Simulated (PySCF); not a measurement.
PySCF 2.14 output of an unrestricted revPBE calculation on a single atom or ion in cc-pVDZ-X2C, with scalar relativity by spin-free X2C-1e:

```
SCF conv_tol = 1e-09
number electrons alpha = 35  beta = 34
    Y. Zhang and W. Yang.,  Phys. Rev. Lett. 80, 890 (1998)
    J. P. Perdew, K. Burke, and M. Ernzerhof.,  Phys. Rev. Lett. 77, 3865 (1996)
    J. P. Perdew, K. Burke, and M. Ernzerhof.,  Phys. Rev. Lett. 78, 1396 (1997)
cycle= 1 E= -14562.9418458572  delta_E= 0.00992  |g|= 0.675  |ddm|= 0.458
cycle= 2 E= -14562.8032372405  delta_E= 0.139  |g|= 1.43  |ddm|= 0.574
cycle= 3 E= -14562.9797601354  delta_E= -0.177  |g|= 0.00651  |ddm|= 0.401
cycle= 4 E= -14562.9797630197  delta_E= -2.88e-06  |g|= 0.00152  |ddm|= 0.00292
cycle= 5 E= -14562.9797632844  delta_E= -2.65e-07  |g|= 4.24e-05  |ddm|= 0.000843
cycle= 6 E= -14562.9797632848  delta_E= -3.77e-10  |g|= 4.6e-07  |ddm|= 6.01e-05
converged SCF energy = -14562.9797632848  <S^2> = 0.75016292  2S+1 = 2.0001629
```

The run itself started from symmetry-adapted Hartree-Fock orbitals and held the occupation by maximum overlap, on a logarithmic radial grid, so the iterations belong to that start.

Which element, charge and spin multiplicity is this?

Lu²⁺ (lutetium, charge +2), multiplicity 2; the state was [Xe] 4f14 6s1, 2S determinant.

Spin-orbit coupling, which splits the p, d and f shells strongly at this Z, is absent.
